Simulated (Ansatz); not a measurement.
Consider the ligand exchange at a B–C bond: `CB(C)C[SiH3]` + CH₃SH → `CSB(C)C` + `C[SiH3]`.

Isolated molecules relaxed with PBE0-D4/def2-TZVP in Ansatz; ΔE leaves out vibrations. CCSD(T)/CBS adds triple-zeta CCSD(T) − MP2 to the extrapolated MP2 energy (def2 sets, frozen cores). This one scheme is used for every species. DFT in def2-TZVPP. B3LYP here is the variant with VWN-RPA as its local correlation; programs differ in this. One conformer a species, not always the lowest.

`CB(C)C[SiH3]`:

Cartesian coordinates in Å:
```
C 0.340 -1.670 0.763
B 0.595 -0.254 0.136
C 1.506 0.775 0.894
C -0.082 0.155 -1.205
Si -1.816 0.788 -0.838
H -0.335 -1.544 1.621
H 1.256 -2.098 1.184
H -0.118 -2.401 0.093
H 1.563 0.613 1.973
H 1.255 1.821 0.699
H 2.527 0.631 0.508
H -0.222 -0.684 -1.896
H 0.428 0.974 -1.724
H -1.767 1.945 0.097
H -2.487 1.230 -2.090
H -2.644 -0.279 -0.213
```

CH₃SH:

Cartesian coordinates in Å:
```
C 0.348 -0.347 0.013
S -1.264 0.343 -0.423
H 1.161 0.220 -0.438
H 0.364 -1.359 -0.391
H 0.479 -0.403 1.093
H -1.088 1.546 0.145
```

`CSB(C)C`:

```xyz
14

C    -1.144    0.016    2.028
S     0.100    1.042    1.213
B     0.402    0.278   -0.373
C    -0.322   -1.041   -0.820
C     1.462    0.990   -1.284
H    -2.088    0.045    1.485
H    -1.299    0.425    3.026
H    -0.803   -1.014    2.115
H    -1.390   -1.053   -0.584
H     0.115   -1.893   -0.284
H    -0.202   -1.240   -1.888
H     1.946    1.862   -0.838
H     2.240    0.277   -1.578
H     0.983    1.306   -2.218
```

`C[SiH3]`:

```xyz
8

C    -0.533    0.825    0.096
Si    0.477   -0.738   -0.086
H    -1.098    1.030   -0.816
H     0.112    1.683    0.296
H    -1.243    0.734    0.921
H    -0.404   -1.906   -0.361
H     1.244   -1.017    1.159
H     1.445   -0.612   -1.209
```

```
          level  ΔE (kJ/mol)  difference from CCSD(T)/CBS
         PBE-D4        -82.4                         -4.2
        PBE0-D4        -79.6                         -1.4
       B3LYP-D4        -78.9                         -0.7
     r2SCAN0-D4        -80.1                         -1.9
        ωB97M-V        -76.0                          2.2
       PBE-QIDH        -80.4                         -2.2
           PBE0        -80.4                         -2.2
        LC-ωPBE        -77.1                          1.1
CCSD/def2-TZVPP        -75.3                          2.9
  MP2/CBS(def2)        -81.8                         -3.6
    CCSD(T)/CBS        -78.2                            0
```

Largest T1 diagnostic among the species: 0.012.

At CCSD(T), def2-SVP lies −5.6 kJ/mol from the extrapolated value and def2-TZVPP +0.2 kJ/mol. In def2-TZVPP, CCSD(T) changes the Hartree–Fock value by −4.9 kJ/mol (the triples alone add −2.7 kJ/mol) and MP2 by −8.5 kJ/mol.
